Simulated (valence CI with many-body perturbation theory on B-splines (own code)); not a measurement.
## K XV: electric-dipole lines

Level of theory: relativistic CI+MBPT: three valence electrons over a frozen Dirac-Fock core [He], radial functions for each j: 11 s, 11 p, 9 d, 7 f, 5 g, 2 h, 1 i, with the one-electron correlation potential Σ1 (screened to all orders), the two-electron term Σ2, the three-electron term Σ3, Breit, model QED; selected single and double excitations, second order for the rest (own B-spline code, finite nucleus).

No measured spectrum was set against this ion. As an estimate, levels of excited configurations hold to 0.05 to 0.15 % of their energy, terms of the ground configuration to about 0.5 %.

Lines 151 to 200 of 257 in falling wavelength, among levels below 582.23 eV, chosen from the strongest by gf and those to the six lowest levels. Wavelengths and rates use the calculated energies, so an error of 400 cm⁻¹ moves a line at 2.485 nm by 0.0099 % and its rate by three times that or more. Electric multipoles are in the length gauge, E1 and E2 with the static RPA response of the core. Weak lines are less certain than strong ones. Lines between different terms over intervals too small for the method are left out, as are lines whose strength nearly cancels. Where a level lies close to another of its J and parity, the split of strength between their lines is uncertain. The highest levels of a list are the least certain.

Names give the largest LS component (configuration and term), which can be under half, so a name can repeat, a term be missing and a line seem to break the LS rules; names also repeat where a configuration has a term twice. Letters in brackets count levels of one name in rising energy.

| λ vac (nm) | Upper | Lower | A (s⁻¹) | log gf | Branch % |
| --- | --- | --- | --- | --- | --- |
| 2.485 | 2s2p3d ²F°_7/2 [a] | 2s2p² ²D_5/2 | 4.80e+12 | 0.55 | 99.9 |
| 2.484 | 2s2p3d ²D°_3/2 [b] | 2s2p² ²P_3/2 | 7.63e+11 | -0.55 | 14.0 |
| 2.483 | 2s2p3d ²P°_3/2 [a] | 2s2p² ²D_3/2 | 3.56e+09 | -2.88 | 0.1 |
| 2.482 | 2s2p3d ²D°_5/2 [b] | 2s2p² ²P_3/2 | 5.02e+12 | 0.44 | 92.5 |
| 2.477 | 2s2p3d ²D°_3/2 [b] | 2s2p² ²P_1/2 | 3.22e+12 | 0.07 | 58.8 |
| 2.477 | 2s2p3d ²P°_1/2 [a] | 2s2p² ²D_3/2 | 8.17e+10 | -1.82 | 2.3 |
| 2.472 | 2s2p3d ²P°_1/2 [b] | 2s2p² ²P_3/2 | 7.08e+11 | -0.89 | 17.1 |
| 2.470 | 2s2p3d ²P°_3/2 [b] | 2s2p² ²P_3/2 | 2.11e+12 | -0.11 | 51.3 |
| 2.464 | 2s2p3d ²P°_3/2 [b] | 2s2p² ²P_1/2 | 1.27e+12 | -0.34 | 30.9 |
| 2.459 | 2p²3p ²S°_1/2 | 2s2p² ²P_3/2 | 5.75e+11 | -0.98 | 49.4 |
| 2.456 | 2s2p3d ²D°_3/2 [b] | 2s2p² ²S_1/2 | 8.70e+11 | -0.50 | 15.9 |
| 2.451 | 2s2p3d ⁴F°_3/2 | 2s2p² ⁴P_5/2 | 4.54e+09 | -2.79 | 2.7 |
| 2.448 | 2s2p3d ⁴F°_5/2 | 2s2p² ⁴P_5/2 | 7.01e+10 | -1.42 | 22.8 |
| 2.444 | 2s2p3d ²P°_1/2 [b] | 2s2p² ²S_1/2 | 2.98e+12 | -0.27 | 71.9 |
| 2.443 | 2s2p3d ⁴F°_7/2 | 2s2p² ⁴P_5/2 | 3.98e+11 | -0.55 | 95.1 |
| 2.442 | 2s2p3d ²P°_3/2 [b] | 2s2p² ²S_1/2 | 6.34e+11 | -0.64 | 15.4 |
| 2.442 | 2s2p3d ⁴F°_3/2 | 2s2p² ⁴P_3/2 | 5.77e+10 | -1.68 | 34.6 |
| 2.439 | 2s2p3d ⁴F°_5/2 | 2s2p² ⁴P_3/2 | 2.05e+11 | -0.96 | 66.8 |
| 2.436 | 2s2p3d ⁴F°_3/2 | 2s2p² ⁴P_1/2 | 5.08e+10 | -1.74 | 30.4 |
| 2.436 | 2s²3d ²D_3/2 | 2s²2p ²P°_3/2 | 7.32e+11 | -0.58 | 16.4 |
| 2.434 | 2s²3d ²D_5/2 | 2s²2p ²P°_3/2 | 4.38e+12 | 0.37 | 100.0 |
| 2.431 | 2s2p3d ⁴D°_5/2 | 2s2p² ⁴P_5/2 | 9.58e+09 | -2.29 | 0.2 |
| 2.424 | 2s2p3d ²D°_3/2 [a] | 2s2p² ⁴P_5/2 | 2.34e+10 | -2.08 | 0.9 |
| 2.422 | 2s2p3d ⁴D°_5/2 | 2s2p² ⁴P_3/2 | 3.99e+12 | 0.32 | 87.9 |
| 2.422 | 2s2p3d ²D°_5/2 [a] | 2s2p² ⁴P_5/2 | 7.74e+11 | -0.39 | 20.3 |
| 2.421 | 2s2p3s ²P°_1/2 [b] | 2s2p² ⁴P_3/2 | 1.57e+11 | -1.56 | 5.7 |
| 2.421 | 2s2p3d ⁴D°_3/2 | 2s2p² ⁴P_3/2 | 1.42e+12 | -0.30 | 28.4 |
| 2.421 | 2s2p3d ⁴D°_7/2 | 2s2p² ⁴P_5/2 | 6.45e+12 | 0.66 | 100.0 |
| 2.421 | 2s2p3s ²P°_3/2 [b] | 2s2p² ⁴P_3/2 | 4.25e+11 | -0.83 | 20.4 |
| 2.421 | 2s2p3d ⁴D°_1/2 | 2s2p² ⁴P_3/2 | 3.38e+11 | -1.23 | 6.7 |
| 2.418 | 2s²3d ²D_3/2 | 2s²2p ²P°_1/2 | 3.72e+12 | 0.12 | 83.5 |
| 2.416 | 2s2p3d ²D°_3/2 [a] | 2s2p² ⁴P_3/2 | 3.30e+11 | -0.94 | 12.5 |
| 2.415 | 2s2p3d ⁴P°_5/2 | 2s2p² ⁴P_5/2 | 3.75e+12 | 0.29 | 87.8 |
| 2.415 | 2s2p3s ²P°_1/2 [b] | 2s2p² ⁴P_1/2 | 1.75e+12 | -0.51 | 63.4 |
| 2.415 | 2s2p3d ⁴D°_3/2 | 2s2p² ⁴P_1/2 | 3.06e+12 | 0.03 | 61.1 |
| 2.414 | 2s2p3s ²P°_3/2 [b] | 2s2p² ⁴P_1/2 | 7.21e+11 | -0.60 | 34.6 |
| 2.414 | 2s2p3d ⁴P°_3/2 | 2s2p² ⁴P_5/2 | 1.96e+12 | -0.16 | 46.9 |
| 2.414 | 2s2p3d ⁴D°_1/2 | 2s2p² ⁴P_1/2 | 4.50e+12 | -0.10 | 88.8 |
| 2.413 | 2s2p3d ²D°_5/2 [a] | 2s2p² ⁴P_3/2 | 1.63e+12 | -0.07 | 42.7 |
| 2.409 | 2s2p3d ²D°_3/2 [a] | 2s2p² ⁴P_1/2 | 3.35e+11 | -0.93 | 12.7 |
| 2.407 | 2s2p3d ⁴P°_5/2 | 2s2p² ⁴P_3/2 | 5.41e+10 | -1.55 | 1.3 |
| 2.406 | 2s2p3d ⁴P°_3/2 | 2s2p² ⁴P_3/2 | 1.93e+12 | -0.17 | 46.3 |
| 2.405 | 2s2p3d ⁴P°_1/2 | 2s2p² ⁴P_3/2 | 3.76e+12 | -0.19 | 97.6 |
| 2.400 | 2s2p3d ²F°_7/2 [b] | 2s2p² ²D_5/2 | 3.51e+12 | 0.38 | 99.7 |
| 2.400 | 2s2p3d ²F°_5/2 [b] | 2s2p² ²D_5/2 | 2.80e+11 | -0.84 | 6.7 |
| 2.399 | 2s2p3d ⁴P°_3/2 | 2s2p² ⁴P_1/2 | 2.29e+11 | -1.10 | 5.5 |
| 2.399 | 2s2p3d ²F°_5/2 [b] | 2s2p² ²D_3/2 | 3.87e+12 | 0.30 | 93.1 |
| 2.398 | 2s2p3d ⁴P°_1/2 | 2s2p² ⁴P_1/2 | 8.76e+10 | -1.82 | 2.3 |
| 2.394 | 2s2p3d ²F°_5/2 [a] | 2s2p² ⁴P_5/2 | 1.68e+09 | -3.06 | 0.0 |
| 2.392 | 2s2p3d ²D°_3/2 [b] | 2s2p² ²D_3/2 | 5.64e+11 | -0.71 | 10.3 |

(1) How does gf follow from A for the line at 2.485 nm?

## Answers

(1) gf = 1.4992 × (2J+1)_upper × A / σ², with σ = 4023456 cm⁻¹ and 2J+1 = 8: gf = 3.55.
